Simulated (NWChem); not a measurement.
System: CH₃ClO₃Si; SMILES O=C[Si](O)(O)Cl

NWChem input:

```
start job
memory heap 200 mb stack 900 mb global 1100 mb
geometry units angstroms noautosym nocenter noautoz
  O      0.530150     2.330501    -0.382292
  C      0.398675     1.525968     0.513268
  Si    -0.387833    -0.150563     0.034225
  O     -1.711091    -0.389360     0.975121
  O     -0.711234     0.007685    -1.567484
  Cl     0.957389    -1.682344     0.332635
  H      0.738423     1.776480     1.551856
  H     -2.228545    -1.193938     0.869825
  H     -0.422072     0.877592    -1.883535
end
basis spherical
  O library pcsseg-1
  C library pcsseg-1
  Si library pcsseg-1
  Cl library pcsseg-1
  H library pcsseg-1
end
dft
  xc bhlyp
  iterations 150
end
property
  shielding
end
task dft property
```

Geometry: optimised at PBE0/def2-SVP.

GIAO values for the isolated, static molecule; σ is the absolute isotropic shielding, δ = σ(reference) − σ with the isolated reference molecule computed at the same levels (1H: tetramethylsilane, 17O: water).

Atoms are numbered as in the input.

Problem. Predict the main results of this run. (BHandHLYP/pcSseg-1, GIAO.) Quantities: δ O1 (ppm); δ O4 (ppm); δ O5 (ppm); σ Cl6 (ppm); δ H7 (ppm); δ H8 (ppm); δ H9 (ppm).

Solution. 
* **δ O1 (ppm)**: 903.7
* **δ O4 (ppm)**: 64.7
* **δ O5 (ppm)**: 50.6
* **σ Cl6 (ppm)**: 909.1
* **δ H7 (ppm)**: 10.80
* **δ H8 (ppm)**: 2.93
* **δ H9 (ppm)**: 4.19
